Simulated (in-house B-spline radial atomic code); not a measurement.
Checks on a self-consistent run for the mercury ion Hg⁵⁺, [Ne] 3s2 (3p1/2)2 (3p3/2)3 3d10 4s2 4p6 4d10 (4f5/2)5 (4f7/2)8 5s2 5p6 5d9. Computed with an all-electron radial atomic-structure program (B-spline basis): Dirac-Hartree-Fock, average of the jj configuration, Fermi nucleus of rms radius 5.4648 fm.

```
orbital    q       ε (Eh)    <1/r>         <r²>  small-component weight
  1s1/2    2  -3080.97038  97.5034  0.000380818                0.092558
  2s1/2    2   -556.29140  24.0387   0.00572907                0.021297
  2p1/2    2   -533.08597  23.9525   0.00405896                0.021339
  2p3/2    4   -461.15139  19.3995    0.0052496                0.018893
  3s1/2    2   -137.88088  8.85755    0.0369262               0.0071845
  3p1/2    2   -127.76788  8.76151    0.0336696               0.0071209
  3p3/2    3   -111.64646  7.55904    0.0403342               0.0063972
  3d3/2    4    -94.67679  7.46158     0.030572               0.0062874
  3d5/2    6    -91.11923  7.19357    0.0322952               0.0060988
  4s1/2    2    -34.55783  3.76631     0.176178               0.0024636
  4p1/2    2    -30.01712   3.6597     0.178969               0.0023729
  4p3/2    4    -25.97243  3.29171     0.208146                0.002169
  4d3/2    4    -18.52255  3.07246      0.21652               0.0019304
  4d5/2    6    -17.83863  2.98096     0.226711               0.0018641
  4f5/2    5     -8.21966  2.66542     0.244273               0.0015316
  4f7/2    8     -8.05553  2.62805     0.250548               0.0015012
  5s1/2    2     -8.03425  1.54789     0.872544              0.00063775
  5p1/2    2     -6.39881  1.43998     0.989468              0.00056668
  5p3/2    4     -5.61753  1.30671       1.1568              0.00049913
  5d3/2  3.6     -3.21960  1.07327      1.67507              0.00034982
  5d5/2  5.4     -3.12201  1.04034        1.766              0.00033194
```

Electron-electron repulsion V_ee = 6956.8779 hartree.

Task: What total energy follows from the eigenvalues?

Result: The eigenvalues count the repulsion twice, so E = Σqε - V_ee = -12576.450 - 6956.878 = -19533.328 hartree; the run printed -19533.328.

Task: Does the Dirac virial theorem hold?

Result: For a point nucleus E = -2c²Σq·w, with w the small-component weight. Here Σq·w = 0.51988 and c = 137.0360, so the ratio E/(-2c²Σq·w) is 1.000393; the finite nucleus accounts for the departure from 1.

Task: What diamagnetic shielding (Lamb formula) and susceptibility (Langevin formula) do the radii give?

Result: σ = (α²/3)Σq<1/r> = 612.74/(3·137.036²) = 10876 ppm, and χ = -0.79199×10⁻⁶·Σq<r²> = -24.97×10⁻⁶ cm³/mol with Σq<r²> = 31.532 bohr². Both are non-relativistic formulas without the paramagnetism of open shells; for so heavy an element the full relativistic shielding is larger by tens of per cent.
